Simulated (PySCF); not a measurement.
BrClSi, SMILES Cl[Si]Br (PBE0/def2-SVP optimised geometry):

```
3

Si    -0.915    -1.023     0.000
Cl    -1.342     1.023     0.000
Br     1.342    -1.023     0.000
```

Computed with PBE0/def2-TZVP in PySCF.

What are the frontier orbital energies and the dipole moment?

HOMO-2 -9.09 eV, HOMO-1 -8.72 eV, HOMO -7.66 eV, LUMO -3.01 eV, LUMO+1 -0.31 eV; dipole moment 0.94 D.

Meta-Löwdin charges at PBE0/def2-TZVP: Si1 0.47, Cl2 -0.25, Br3 -0.22.
